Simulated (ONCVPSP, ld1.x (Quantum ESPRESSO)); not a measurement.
Potentials for Be (Z = 4) compared

Generated with ld1.x 7.5 (TM, RRKJ, ultrasoft, PAW), atompaw 4.2 or ONCVPSP 4.0.1. The cutoff is in Ry: for ld1.x and atompaw files where the sum of valence levels is converged to 10 mRy in a Bessel basis, for ONCV files where the hardest occupied wave has 1 mHa per electron of residual kinetic energy. The error is the largest all-electron minus pseudo excitation energy over each file’s own four to seven test configurations (ionisations up to +4, promotions, holes and added fractions of an electron), all of which were solved. The labels leave out finer settings (local radius, basis sizes, second energies), which also bear on the numbers. Spin-polarised tests are not counted. The rows are a selection from randomly drawn settings: files with unsolved tests, undetermined cutoffs or missed reference levels are left out.

A true bound ghost makes a file unfit for plane-wave use even where its test errors are small: the radial tests pick states by their node count and pass the ghost by.

| potential | cutoff (Ry) | largest error (meV) | bound ghosts |
| --- | --- | --- | --- |
| RRKJ, PW91, scalar-relativistic, rc 1.60/2.60/2.75 (spd), local s, core correction yes, reference 2s1 2p0 | 10 | +34 | none |
| ONCV, PBE, scalar-relativistic, rc 0.80/0.65 (sp), local smoothed, core correction no, reference 1s2 2s2, qcut 17.6/10.3, projectors 2/3 | 192 | +3.4 | p |
| ONCV, LDA (Perdew-Wang 92), scalar-relativistic, rc 0.85/0.85/0.90 (spd), local smoothed, core correction no, reference 1s2 2s1.75, qcut 14.4/9.9/10.4, projectors 2/3/2 | 153 | +3.4 | none |
| ONCV, PBE, scalar-relativistic, rc 0.90/0.75/0.95 (spd), local smoothed, core correction no, reference 1s2 2s2, qcut 12.6/11/9.9, projectors 2/2/3 | 138 | +1423 | none |

(1) Fill in the row for Be: ONCV, LDA (Perdew-Zunger), scalar-relativistic, rc 0.95/4.00 (sp), local smoothed, core correction no, reference 1s2 2s1 2p1, qcut 9.6/2.8, projectors 3/2.

Results:

(1) cutoff 88 Ry, largest error +267 meV, bound ghosts: none.
